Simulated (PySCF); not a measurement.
Computed IR spectrum (relative IR intensity) of a molecule C₄H₇NSi. Geometry optimised at PBE-D3(BJ)/def2-SVP. Other conformers were not sampled. These are PBE-D3(BJ)/def2-SVP run with PySCF values and carry that method's errors. Frequencies are harmonic and unscaled.

Lines under 2 % of the strongest are left out, and lines within 2 cm⁻¹ are merged.

```
ν (cm⁻¹)  relative intensity
--------  ------------------
341                       12
385                      2.3
445                      9.1
614                       24
664                      9.5
695                       51
799                       32
828                       70
865                      6.9
927                       86
941                      8.8
1294                     3.9
1322                     7.7
1340                      15
1628                      24
2137                      91
2143                     100
2929                      13
2949                     3.5
2962                      36
3036                      18
3092                     7.0
```

Question: Pick the molecule that these values belong to.
A. C=C=C/N=C/[SiH3]
B. C1=C[SiH2]C=NC1
C. [SiH3]c1ccc[nH]1
D. C[Si@H]1C=CN=C1

Answer: B, C1=C[SiH2]C=NC1
